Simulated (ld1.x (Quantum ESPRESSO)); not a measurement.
## Before and after: TM potential for sulfur

```
Element                 : S
Generator               : ld1.x (Quantum ESPRESSO) 7.5
Type                    : norm-conserving Troullier–Martins (Kleinman–Bylander form)
Functional              : LDA (PZ)
Relativity              : scalar-relativistic
Frozen core             : [Ne]
Valence charge          : 6
Reference configuration : 3s2 3p4
Partial waves           : 3p (bound): rc 1.45 bohr; 3s (bound): rc 1.15 bohr
Local potential         : the s channel
Core correction         : a·sin(br)/r model core inside 1.05 bohr
```

All-electron outer shells of the reference configuration (LDA (PZ), scalar-relativistic, ld1.x):

| shell | level (eV) | outermost node (bohr) | outermost maximum (bohr) |
| --- | --- | --- | --- |
| 2s | -210.79 | 0.13 | 0.39 |
| 2p | -156.52 | – | 0.33 |
| 3s | -17.28 | 0.60 | 1.40 |
| 3p | -7.11 | 0.58 | 1.59 |

Change: wave 3s (bound): rc 1.15 bohr becomes 3s (bound): rc 1.72 bohr.

Cutoffs: the cutoffs (Ry, on a coarse ladder) from which the occupation-weighted sum of valence levels, in a spherical-Bessel basis at the reference potential, stays within 10 and 1 mRy of its value at 400 Ry; they do not see the model core or the augmentation charge, which bear on the density cutoff. Errors are all-electron minus pseudo energies relative to the spin-unpolarised reference configuration.

Predict the effect on cutoff, ghosts and configuration errors.

The potential gets softer (55 Ry and 120 Ry → 30 Ry and 50 Ry); of the 9 tests that both files solve, the error grows in 6 and shrinks in 0 by more than 15 % and 0.3 meV (median size 18.9 → 19.7 meV); neither file shows a bound ghost. A larger radius leaves more room for a smooth pseudo-wave, so fewer plane waves are needed. More of the atom is replaced by a form fitted at one configuration, so other configurations suffer.

| quantity | base | changed |
| --- | --- | --- |
| cutoff, loose | 55 Ry | 30 Ry |
| cutoff, tight | 120 Ry | 50 Ry |
| loose cutoff by channel (10 mRy a level) | p 10 Ry, s 50 Ry | p 10 Ry, s 18 Ry |
| bound ghosts | none | none |
| error for 3s2 3p3, meV [ΔE 11.86 eV] | +4.1 | +5.6 |
| error for 3s2 3p2, meV [ΔE 34.24 eV] | +29 | +38 |
| error for 3s2 3p1, meV [ΔE 68.39 eV] | +101 | +123 |
| error for 3s2 3p3.5, meV [ΔE 4.71 eV] | +0.6 | +0.9 |
| error for 3s1 3p5, meV [ΔE 10.24 eV] | -0.5 | -3.5 |
| error for 3s2 3p4.3, meV [ΔE -1.74 eV] | +0.3 | +0.4 |
| error for 3s2 3p0, meV [ΔE 115.38 eV] | +249 | +296 |
| error for 3s2 3p4 (spin-polarised), meV [ΔE -0.71 eV] | +19 | +20 |
| error for 3s2 3p3 (spin-polarised), meV [ΔE 9.90 eV] | +59 | +64 |
